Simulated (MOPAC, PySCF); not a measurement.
CH$_{5}$GaO, SMILES `[GaH2][O]C` (C–O–Ga–H torsion 180°), neutral singlet in the gas phase. 

Z-matrix (Å, degrees):
```
O
C 1 1.4033
H 2 1.1059 1 110.39
H 2 1.1060 3 107.30 1 120.33
H 2 1.1088 3 107.53 4 115.41
Ga 1 1.7909 2 126.45 3 -120.73
H 6 1.5587 1 113.15 2 179.98
H 6 1.5693 7 130.73 1 -179.99
```
Charge 0, multiplicity 1.

All levels are single points at this geometry (B3LYP-D3(BJ)/def2-SVP); Pople sets use spherical d functions. Orbital energies aren't observables, and empty levels follow the basis.

```tsv
level	HOMO (eV)	LUMO (eV)	gap (eV)	dipole (D)	vertical IE, Delta-SCF (eV)
ωB97X-D3(BJ)/def2-TZVP in PySCF	-10.34	0.66	11.01	1.14	10.22
B3LYP/6-31G* in PySCF	-7.42	-1.41	6.01	1.12	10.11
BP86/6-31G* in PySCF	-6.36	-1.99	4.37	1.02	–
M06-2X/6-31G* in PySCF	-9.18	-0.69	8.49	1.21	–
PBE/6-31G* in PySCF	-6.24	-1.91	4.33	1.02	–
SVWN5/6-31G* in PySCF	-6.37	-2.12	4.25	1.06	–
AM1 in MOPAC	-10.86	-1.67	9.19	1.44	–
PM3 in MOPAC	-10.34	-2.47	7.86	2.02	–
PM7 in MOPAC	-10.06	1.14	11.19	2.41	–
```
